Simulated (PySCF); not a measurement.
Delta-SCF ions had no search for a lower state. Excitations are Tamm–Dancoff values on a coarser integration grid. The basis has no diffuse functions, so Rydberg states are missing or too high.

Cartesian coordinates (Å):
SMILES: C=NC(=O)O
```xyz
8

C     -1.4120    -0.4935     0.1944
N     -0.2558    -0.6808     0.6553
C      0.7153     0.3019     0.4649
O      0.6786     1.4108     0.9239
O      1.7405    -0.1890    -0.2400
H     -2.1836    -1.2350     0.3949
H     -1.6887     0.3834    -0.3991
H      2.3965     0.5187    -0.2931
```
Charge 0, spin multiplicity 1.

### Question
Estimate the HOMO–LUMO gap, vertical ionisation energy (Delta-SCF), S1 oscillator strength, T1 excitation (TDA), HOMO, total energy, S1–T1 gap (TDA) and LUMO that PySCF 2.14.0 with PBE0-D4/def2-TZVP returns for this input.

### Answer

| Quantity | Result |
|---|---|
| HOMO–LUMO gap | 6.53 eV |
| vertical ionisation energy (Delta-SCF) | 10.25 eV |
| S1 oscillator strength | 0.001 |
| T1 excitation (TDA) | 3.96 eV |
| HOMO | -7.97 eV |
| total energy | -283.0138 Ha |
| S1–T1 gap (TDA) | 0.73 eV |
| LUMO | -1.44 eV |
